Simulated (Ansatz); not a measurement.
`CO[SiH](F)[O][GeH3]` + H₂ → `F[SiH2][O][GeH3]` + CH₃OH at 600 K and 1 bar (hydrogenolysis of the Si–O bond).

Program: Ansatz. Geometries: PBE0-D4/def2-TZVP. ΔE: electronic, gas phase. CBS: MP2 limit from def2 TZ/QZ plus the TZ coupled-cluster correction, frozen cores. This one scheme is used for every species. For Ge outer-core shells are correlated without core-valence functions, which leaves a few kJ/mol of doubt a bond. Scalar relativity is left out up to krypton. Each species was taken in one conformer, which may not be the lowest.

| species | CCSD(T)/CBS energy (Eh) | H − E (kJ/mol) | S (J/(mol·K)) |
| --- | --- | --- | --- |
| `CO[SiH](F)[O][GeH3]` | -2657.77092 | 298.4 | 544.8 |
| H₂ | -1.17544 | 43.9 | 150.8 |
| `F[SiH2][O][GeH3]` | -2543.28863 | 185.0 | 443.8 |
| CH₃OH | -115.61712 | 163.6 | 277.3 |

H − E and S are ideal-gas, rigid-rotor, harmonic terms from PBE0-D4/def2-TZVP, for one conformer and one mirror image of each species. The MP2-based limit puts H₂ 0.8 mEh under its directly extrapolated value; such offsets cancel only in part. 1 Eh = 2625.50 kJ/mol, R = 8.31446 J/(mol·K).

By hand: ΔE, ΔH, ΔS and ΔG.

ΔE = (-2543.28863) + (-115.61712) − (-2657.77092) − (-1.17544) = 0.04061 Eh = 106.6 kJ/mol. Δ(H − E) = 185.0 + 163.6 − 298.4 − 43.9 = 6.3, so ΔH = 112.9 kJ/mol. ΔS = 443.8 + 277.3 − 544.8 − 150.8 = 25.5 J/(mol·K). ΔG = 112.9 − 600 × (25.5)/1000 = 97.6 kJ/mol.

By hand: the equilibrium constant, and the temperature at which ΔG would vanish if ΔH and ΔS stayed fixed.

log₁₀ K = −ΔG/(RT ln 10) = -8.5. ΔG = 0 at ΔH/ΔS = 4427 K, far beyond where these terms or the molecules hold.

ΔH outweighs TΔS. A doubt of 5 kJ/mol in ΔE shifts log₁₀ K by 0.4 here. Other conformers and mirror images would add mixing entropy, several J/(mol·K) or more a flexible species. Modes under 60 cm⁻¹, often nearly free rotors, make the harmonic entropy too high. These are equilibria of isolated gas molecules and say nothing of rates. Largest T1 diagnostic: 0.012 (customary marks: 0.02 for closed shells, 0.045 for open ones).
